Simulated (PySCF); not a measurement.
Vertical excitations of a molecule C₃H₅, multiplicity 2 from TDA-PBE0/def2-SVPD (PySCF), as energy in eV (oscillator strength): 3.26 (0.001), 4.74 (0.000), 4.93 (0.003), 6.54 (0.011), 7.05 (0.012), 7.22 (0.004), 7.32 (0.001), 7.35 (0.024), 7.38 (0.054), 7.53 (0.012). Coordinates come from a B3LYP-D3(BJ)/def2-TZVP optimisation. The values are those of a single conformer.

Which structure fits?
A. [CH2]C=C
B. C=[C]C
C. [CH]=CC

C, [CH]=CC
